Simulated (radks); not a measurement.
Spherical quantum dot in the effective-mass picture: electrons in a well V = -V0 / (1 + exp((r - R)/a)) with V0 = 8.31, R = 6.83, a = 0.68, with a point charge +1 (a donor) at the centre, all in effective atomic units (hartree* = m*/eps^2 hartree, bohr* = eps/m* bohr), one dielectric constant everywhere. Method: non-relativistic Kohn-Sham, r2SCAN, spin-polarised, spherical densities, generalised Kohn-Sham scheme; computed with a radial shooting solver with Libxc functionals. Levels are named by radial order and angular momentum (1s, 1p, 1d, 2s, ...), and open shells are averaged over m. Results are scaled to m* = 0.06 and eps = 10.3, for which hartree* = 15.39 meV and bohr* = 9.084 nm. Each electron was tried in the lowest free levels, single moves between levels near the top were tried too, and the lowest total energy was kept; such a search can miss a lower state. At N = 1 the Hartree and exchange-correlation terms need not cancel, so that row can carry a self-interaction error.

N,open shells,2S,E (meV),mu = E(N) - E(N-1) (meV),addition energy mu(N+1) - mu(N) (meV),e(HOMO) (meV),rms radius (nm)
1,"1s(up 1, down 0)",1,-135.437,-135.44,8.208,-132.14,14.91
2,none,0,-262.667,-127.23,8.850,-124.98,19.05
3,"1p(up 1, down 0)",1,-381.046,-118.38,3.195,-116.84,24.50
4,"1p(up 2, down 0)",2,-496.230,-115.18,3.386,-113.51,27.24
5,"1p(up 3, down 0)",3,-608.029,-111.80,4.752,-110.09,29.04
6,"1p(up 3, down 1)",2,-715.075,-107.05,2.987,-105.58,30.47
7,"1p(up 3, down 2)",1,-819.134,-104.06,3.147,-102.50,31.59
8,none,0,-920.046,-100.91,5.017,-99.317,32.52
9,"2s(up 1, down 0)",1,-1015.94,-95.894,4.011,-94.209,33.27
10,"1d(up 1, down 0) 2s(up 1, down 0)",2,-1107.82,-91.883,3.025,-90.373,34.10
11,"1d(up 2, down 0) 2s(up 1, down 0)",3,-1196.68,-88.859,3.030,-87.343,34.82
12,"1d(up 3, down 0) 2s(up 1, down 0)",4,-1282.51,-85.828,3.026,-84.314,35.45
13,"1d(up 4, down 0) 2s(up 1, down 0)",5,-1365.31,-82.802,3.019,-81.291,36.02
14,"1d(up 5, down 0) 2s(up 1, down 0)",6,-1445.10,-79.784,4.125,-78.277,36.53
15,"1d(up 5, down 1) 2s(up 1, down 0)",5,-1520.75,-75.658,2.834,-74.250,37.02
16,"1d(up 5, down 2) 2s(up 1, down 0)",4,-1593.58,-72.825,2.875,-71.392,37.47
17,"1d(up 5, down 3) 2s(up 1, down 0)",3,-1663.53,-69.950,2.894,-68.504,37.87
18,"1d(up 5, down 4) 2s(up 1, down 0)",2,-1730.58,-67.056,2.900,-65.606,38.25
19,"2s(up 1, down 0)",1,-1794.74,-64.155,5.236,-62.705,38.60
20,none,0,-1853.66,-58.919,3.427,-57.200,38.65
21,"1f(up 1, down 0)",1,-1909.15,-55.492,2.806,-54.089,39.01
22,"1f(up 2, down 0)",2,-1961.84,-52.686,2.652,-51.180,39.36
23,"2s(up 1, down 0) 1f(up 4, down 0)",5,-2011.87,-50.034,2.803,-48.640,39.96
24,"2s(up 1, down 0) 1f(up 5, down 0)",6,-2059.10,-47.231,2.813,-45.824,40.25
25,"2s(up 1, down 0) 1f(up 6, down 0)",7,-2103.52,-44.418,2.808,-43.013,40.53
26,"2s(up 1, down 0) 1f(up 7, down 0)",8,-2145.13,-41.610,-,-40.209,40.79

All shells are closed at N = 2, 8, 20 (there: 1s2 1p6 1d10 2s2); the second difference of the energy has clear peaks (12 % above both neighbours; the first and last values, which can be the largest, are not judged, and half-filled shells can peak too) at N = 5, 8, 14, 19.
